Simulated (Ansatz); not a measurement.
The cation of CH8InNSiTe, SMILES `[CH3][In]([NH2])[SiH2][TeH]` at the neutral geometry.

```yaml
crystal:
  periodic: [false, false, false]
  atoms:
    - {symbol: C, position_ang: [-1.986793, 0.163124, 1.690938]}
    - {symbol: In, position_ang: [-0.429456, 0.133535, 0.212141]}
    - {symbol: N, position_ang: [0.229904, 1.926452, -0.426430]}
    - {symbol: Si, position_ang: [0.893090, -1.768382, -0.889196]}
    - {symbol: Te, position_ang: [2.848802, -0.825838, -2.151388]}
    - {symbol: H, position_ang: [-2.221633, 1.191432, 1.966922]}
    - {symbol: H, position_ang: [-1.673716, -0.384432, 2.580913]}
    - {symbol: H, position_ang: [-2.885211, -0.313641, 1.295726]}
    - {symbol: H, position_ang: [-0.203587, 2.806697, -0.200100]}
    - {symbol: H, position_ang: [0.864451, 2.022998, -1.202883]}
    - {symbol: H, position_ang: [1.347621, -2.820709, 0.063666]}
    - {symbol: H, position_ang: [0.100863, -2.468872, -1.939657]}
    - {symbol: H, position_ang: [3.115676, 0.337627, -1.000643]}
basis:
  gaussian: {orbitals: def2-TZVPP}
total_charge: 1
magnetization: {spin_polarized: true, initial_magnetization: 1}
hamiltonian: {xc: {name: wB97X-V}}
```

```sh
$ ansatz run in.yaml --threads 2 --pin off --events-out ev --progress --plain --max-ram 32768MiB --backend cuda --devices 0, --max-vram 18GiB
```

It prints (some lines left out):

```
Functional definition: wB97X-V
1961 factors; their error is unknown
453 factors; integrals over basis functions are off by at most 1.8e-5 eV
mean field evaluation 1: about -22977.9170 eV, gradient 6.0e1 eV
mean field evaluation 2: about -22943.6949 eV, gradient 8.5e1 eV
mean field evaluation 4: about -22992.7538 eV, gradient 8.3e0 eV
mean field evaluation 8: about -22993.2897 eV, gradient 2.0e-1 eV
mean field evaluation 16: about -22993.3841 eV, gradient 1.0e-2 eV
mean field evaluation 32: about -22993.3841 eV, gradient 1.7e-5 eV
mean field -22993.38408544 eV, -844.9912796643 hartree, gradient 1.7e-5 eV, S^2 0.756120; 4 other end points of the search recorded, 0 dependent functions left out
reference -22993.38408263 eV, -844.9912795612 hartree; 40, 39 occupied and 276, 277 virtual orbitals, 1961 factors
Total energy: -22993.38408263 eV, -844.9912795612 hartree
```

It took 23 s on 2 threads of an AMD EPYC 7R13 on a shared host and a share of an NVIDIA H100 80 GB, with 1.1 GiB of host memory at the peak.
